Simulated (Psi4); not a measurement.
HNP (SMILES [NH+]#P), charge +1, singlet, geometry from GFN2-xTB, atoms displaced at random by about 0.03 Å a coordinate; R2SCAN/6-31G, gradient run with Psi4.

The Psi4 input:
```
memory 2 GB

molecule {
1 1
  N     0.01413889   -0.00747633   -0.88176695
  P    -0.00006882    0.00007059    0.51567268
  H     0.01357071   -0.03929033   -1.86409380
symmetry c1
no_reorient
no_com
}

set basis 6-31g

gradient('r2scan')
print_variables()
```

### Question
Predict the main parts of the log of this Psi4 run.

### Answer

```
gradient() will perform analytic gradient computation.

   => Loading Basis Set <=

    Name: 6-31G
    Role: ORBITAL
    Keyword: BASIS

         ---------------------------------------------------------
                                   SCF
               by Justin Turney, Rob Parrish, Andy Simmonett
                          and Daniel G. A. Smith
                              RKS Reference
         ---------------------------------------------------------

  ==> Geometry <==

    Molecular point group: c1
    Full point group: C1

    Geometry (in Angstrom), charge = 1, multiplicity = 1:

       Center              X                  Y                   Z               Mass
    ------------   -----------------  -----------------  -----------------  -----------------
         N            0.014138890000    -0.007476330000    -0.881766950000    14.003074004430
         P           -0.000068820000     0.000070590000     0.515672680000    30.973761998420
         H            0.013570710000    -0.039290330000    -1.864093800000     1.007825032230

  Running in c1 symmetry.

  Rotational constants: A =   7334.24135  B =      0.74493  C =      0.74490 [cm^-1]
  Rotational constants: A = 219875024.18942  B =  22332.51470  C =  22331.46351 [MHz]
  Nuclear repulsion =   46.862246645423859

  Charge       = 1
  Multiplicity = 1
  Electrons    = 22
  Nalpha       = 11
  Nbeta        = 11

  ==> Algorithm <==

  SCF Algorithm Type is DF.
  DIIS enabled.
  MOM disabled.
  Fractional occupation disabled.
  Guess Type is SAD.
  Energy threshold   = 1.00e-08
  Density threshold  = 1.00e-08
  Integral threshold = 1.00e-12

  ==> Primary Basis <==

  Basis Set: 6-31G
    Blend: 6-31G
    Number of shells: 14
    Number of basis functions: 24
    Number of Cartesian functions: 24
    Spherical Harmonics?: false
    Max angular momentum: 1

  ==> DFT Potential <==

   => LibXC <=

    Version 7.1.2
    S. Lehtola, C. Steigemann, M. J. T. Oliveira, and M. A. L. Marques,  SoftwareX 7, 1–5 (2018) (10.1016/j.softx.2017.11.002)

   => Composite Functional: R2SCAN <=

    r2SCAN Meta-GGA XC Functional  (0.1021/acs.jpclett.0c02405)
    J. W. Furness, A. D. Kaplan, J. Ning, J. P. Perdew, J. Sun  J. Phys. Chem. Lett.  11, 8208–8215, 2020

    Deriv               =              1
    GGA                 =           TRUE
    Meta                =           TRUE

    Exchange Hybrid     =          FALSE
    MP2 Hybrid          =          FALSE

   => Exchange Functionals <=

    1.0000   XC_MGGA_X_R2SCAN

   => Correlation Functionals <=

    1.0000   XC_MGGA_C_R2SCAN

   => LibXC Density Thresholds  <==

    XC_MGGA_C_R2SCAN:  1.00E-15
    XC_MGGA_X_R2SCAN:  1.00E-11

   => Molecular Quadrature <=

    Radial Scheme          =       TREUTLER
    Pruning Scheme         =           NONE
    Nuclear Scheme         =       TREUTLER

    Blocking Scheme        =         OCTREE
    BS radius alpha        =              1
    Pruning alpha          =              1
    Radial Points          =             75
    Spherical Points       =            302
    Total Points           =          64647
    Total Blocks           =            539
    Max Points             =            256
    Max Functions          =             24
    Weights Tolerance      =       1.00E-15

   => Loading Basis Set <=

    Name: (6-31G AUX)
    Role: JKFIT
    Keyword: DF_BASIS_SCF

  ==> Integral Setup <==

  SCF_SUBTYPE=INCORE selected. In-core MEM_DF algorithm will be used.
  Using in-core AOs.

  ==> MemDFJK: Density-Fitted J/K Matrices <==

    J tasked:                   Yes
    K tasked:                    No
    wK tasked:                   No
    Algorithm:                 Core
    Schwarz Cutoff:           1E-12
    Mask sparsity (%):       0.0000
    Fitting Condition:        1E-10

   => Auxiliary Basis Set <=

  Basis Set: (6-31G AUX)
    Blend: CC-PVDZ-JKFIT
    Number of shells: 69
    Number of basis functions: 236
    Number of Cartesian functions: 236
    Spherical Harmonics?: false
    Max angular momentum: 3

  Minimum eigenvalue in the overlap matrix is 2.7800826658E-02.
  Reciprocal condition number of the overlap matrix is 7.5983770652E-03.
    Using symmetric orthogonalization.

  ==> Pre-Iterations <==

  SCF Guess: Superposition of Atomic Densities via on-the-fly atomic UHF (no occupation information).

   -------------------------
    Irrep   Nso     Nmo
   -------------------------
     A         24      24
   -------------------------
    Total      24      24
   -------------------------

  ==> Iterations <==

                           Total Energy        Delta E     RMS |[F,P]|

   @DF-RKS iter SAD:  -396.41885729996272   -3.96419e+02   0.00000e+00
   @DF-RKS iter   1:  -395.95591414983443    4.62943e-01   3.11974e-02 DIIS/ADIIS
   @DF-RKS iter   2:  -394.15187711575533    1.80404e+00   6.84572e-02 DIIS/ADIIS
   @DF-RKS iter   3:  -396.16215215489973   -2.01028e+00   1.46552e-02 DIIS/ADIIS
   @DF-RKS iter   4:  -396.21753830925746   -5.53862e-02   1.56753e-03 DIIS/ADIIS
   @DF-RKS iter   5:  -396.21827478139579   -7.36472e-04   4.67961e-04 DIIS/ADIIS
   @DF-RKS iter   6:  -396.21832872824433   -5.39468e-05   1.18518e-05 DIIS
   @DF-RKS iter   7:  -396.21832878665612   -5.84118e-08   6.45731e-07 DIIS
   @DF-RKS iter   8:  -396.21832878679868   -1.42563e-10   2.62959e-07 DIIS
   @DF-RKS iter   9:  -396.21832878682125   -2.25668e-11   1.91505e-08 DIIS
   @DF-RKS iter  10:  -396.21832878682176   -5.11591e-13   6.38199e-09 DIIS
  Energy and wave function converged.

  ==> Post-Iterations <==

   Electrons on quadrature grid:
      Ntotal   =   21.9999997282 ; deviation = -2.718e-07

    Orbital Energies [Eh]
    ---------------------

    Doubly Occupied:

[...]
    Virtual:

[...]
      24A      1.035377

    Final Occupation by Irrep:
              A
    DOCC [    11 ]
    NA   [    11 ]
    NB   [    11 ]

  @DF-RKS Final Energy:  -396.21832878682176

   => Energetics <=

    Nuclear Repulsion Energy =             46.8622466454238591
    One-Electron Energy =                -631.6695541021383633
    Two-Electron Energy =                 218.7750361825232517
    DFT Exchange-Correlation Energy =     -30.1860575126305051
    Empirical Dispersion Energy =           0.0000000000000000
    VV10 Nonlocal Energy =                  0.0000000000000000
    Total Energy =                       -396.2183287868217576

Computation Completed

Properties will be evaluated at   0.000000,   0.000000,   0.000000 [a0]

Properties computed using the SCF density matrix

 Multipole Moments:

 ------------------------------------------------------------------------------------
     Multipole            Electronic (a.u.)      Nuclear  (a.u.)        Total (a.u.)
 ------------------------------------------------------------------------------------

 L = 1.  Multiply by 2.5417464519 to convert [e a0] to [Debye]
 Dipole X            :         -0.2082615            0.2107246            0.0024631
 Dipole Y            :          0.1393364           -0.1711445           -0.0318082
 Dipole Z            :          0.3008834           -0.5695110           -0.2686276
 Magnitude           :                                                    0.2705155

 ------------------------------------------------------------------------------------

         ------------------------------------------------------------
                                   SCF GRAD
                          Rob Parrish, Justin Turney,
                       Andy Simmonett, and Alex Sokolov
         ------------------------------------------------------------

  ==> Geometry <==

    Molecular point group: c1
    Full point group: C1

    Geometry (in Angstrom), charge = 1, multiplicity = 1:

       Center              X                  Y                   Z               Mass
    ------------   -----------------  -----------------  -----------------  -----------------
         N            0.014138890000    -0.007476330000    -0.881766950000    14.003074004430
         P           -0.000068820000     0.000070590000     0.515672680000    30.973761998420
         H            0.013570710000    -0.039290330000    -1.864093800000     1.007825032230

  Nuclear repulsion =   46.862246645423859

  ==> Basis Set <==

  Basis Set: 6-31G
    Blend: 6-31G
    Number of shells: 14
    Number of basis functions: 24
    Number of Cartesian functions: 24
    Spherical Harmonics?: false
    Max angular momentum: 1

  ==> DFJKGrad: Density-Fitted SCF Gradients <==

    Gradient:                    1
    J tasked:                  Yes
    K tasked:                   No
    wK tasked:                  No
    Integrals threads:           1
    Schwarz Cutoff:          1E-12
    Fitting Condition:       1E-10

   => Auxiliary Basis Set <=

  Basis Set: (6-31G AUX)
    Blend: CC-PVDZ-JKFIT
    Number of shells: 69
    Number of basis functions: 236
    Number of Cartesian functions: 236
    Spherical Harmonics?: false
    Max angular momentum: 3

  ==> DFT Potential <==

   => LibXC <=

    Version 7.1.2
    S. Lehtola, C. Steigemann, M. J. T. Oliveira, and M. A. L. Marques,  SoftwareX 7, 1–5 (2018) (10.1016/j.softx.2017.11.002)

   => Composite Functional: R2SCAN <=

    r2SCAN Meta-GGA XC Functional  (0.1021/acs.jpclett.0c02405)
    J. W. Furness, A. D. Kaplan, J. Ning, J. P. Perdew, J. Sun  J. Phys. Chem. Lett.  11, 8208–8215, 2020

    Deriv               =              1
    GGA                 =           TRUE
    Meta                =           TRUE

    Exchange Hybrid     =          FALSE
    MP2 Hybrid          =          FALSE

   => Exchange Functionals <=

    1.0000   XC_MGGA_X_R2SCAN

   => Correlation Functionals <=

    1.0000   XC_MGGA_C_R2SCAN

   => LibXC Density Thresholds  <==

    XC_MGGA_C_R2SCAN:  1.00E-15
    XC_MGGA_X_R2SCAN:  1.00E-11

   => Molecular Quadrature <=

    Radial Scheme          =       TREUTLER
    Pruning Scheme         =           NONE
    Nuclear Scheme         =       TREUTLER

    Blocking Scheme        =         OCTREE
    BS radius alpha        =              1
    Pruning alpha          =              1
    Radial Points          =             75
    Spherical Points       =            302
    Total Points           =          64647
    Total Blocks           =            539
    Max Points             =            256
    Max Functions          =             24
    Weights Tolerance      =       1.00E-15

  -Total Gradient:
     Atom            X                  Y                   Z
    ------   -----------------  -----------------  -----------------
       1       -0.001318628956     0.002082532436     0.174376707610
       2        0.001756935175    -0.001898399510    -0.204008617407
       3       -0.000434821485    -0.000187191252     0.029250130723

  Variable Map:
  ----------------------------------------------------------------------------
[...]
  Array Variable Map:
  ----------------------------------------------------------------------------
[...]
[...]
```
